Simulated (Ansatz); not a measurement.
Basis-set extrapolation for `F[SiH]1O[CH2][AlH]1` (PBE0-D4/def2-TZVP geometry, frozen core, Ansatz). Multiplicity 1, RHF reference.

|  | def2-TZVPP | def2-QZVPP |
| --- | --- | --- |
| HF | -745.515844 | -745.542461 |
| MP2 correlation | -0.839701 | -0.909214 |
| CCSD(T) correlation | -0.903661 | not run |

Energies in hartree. Use E(X) = E(∞) + A·exp(−7.88·√X) for Hartree–Fock and E(X) = E(∞) + B·X^(−2.97) for correlation, with X = 3 and 4, and add CCSD(T) minus MP2 of the smaller set to the MP2 limit.

**Question.** What is the CCSD(T) energy at the basis-set limit?

**Answer.** HF limit: -745.542461 + (-0.026617) × 0.13774 = -745.54613. MP2 limit: -0.909214 + (-0.069513) × 0.74074 = -0.96071. Higher-order term: -0.903661 − (-0.839701) = -0.06396. Total: -746.57080 hartree, 397.2 kJ/mol below CCSD(T)/def2-TZVPP.
